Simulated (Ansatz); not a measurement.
Ideal-gas functions of FH3S3Si (`F[Si](S)(S)S`) at 800 K and 1 bar, from an Ansatz frequency run at PBE0-D4/def2-TZVP.

Molar mass 146.31 g/mol, point group C3 (symmetry number 3), electronic degeneracy 1, moments of inertia 287.201, 287.37, 401.709 u Å². Harmonic wavenumbers (cm⁻¹, unscaled): 117, 117, 190, 198, 198, 263, 263, 299, 423, 582, 582, 719, 763, 763, 901, 2694, 2694, 2695.

Use S(trans) = R[1.5 ln M + 2.5 ln T − 1.1517]; rotational temperatures θ = 24.2544 K / I; S(rot) = R[ln(√π/σ · √(T³/θAθBθC)) + 1.5]; for each mode x = 1.438777 ν̃/T, S = R[x/(eˣ − 1) − ln(1 − e⁻ˣ)] and H = RT x/(eˣ − 1); 1 cm⁻¹ = 0.0119627 kJ/mol; R = 8.31446 J/(mol·K).

By hand: the entropy, in J/(mol·K).

Translation 191.6. Rotation: θ = 0.0845, 0.0844, 0.0604 K, giving 123.7. Vibration, mode by mode: 21.29, 21.29, 17.28, 16.94, 16.94, 14.62, 14.62, 13.57, 10.79, 8.30, 8.30, 6.73, 6.31, 6.31, 5.16, 0.39, 0.39, 0.38, in all 189.6. Electronic 0.0. Sum 504.9 J/(mol·K).

By hand: H − E and G − E in kJ/mol, counted from the electronic energy.

Zero-point energy ½ × 14461 × 0.0119627 = 86.5; thermal vibration 68.9; translation, rotation and pV give 4 RT = 26.6. H − E = 182.0 kJ/mol, and G − E = 182.0 − 800 × 504.9/1000 = -221.9 kJ/mol.

Vibration gives 38 % of the entropy, 42.6 J/(mol·K) of it from the modes under 150 cm⁻¹: soft modes count most, and the harmonic formula is weakest for them. The sum counts one conformer and one mirror image; others add a mixing term.
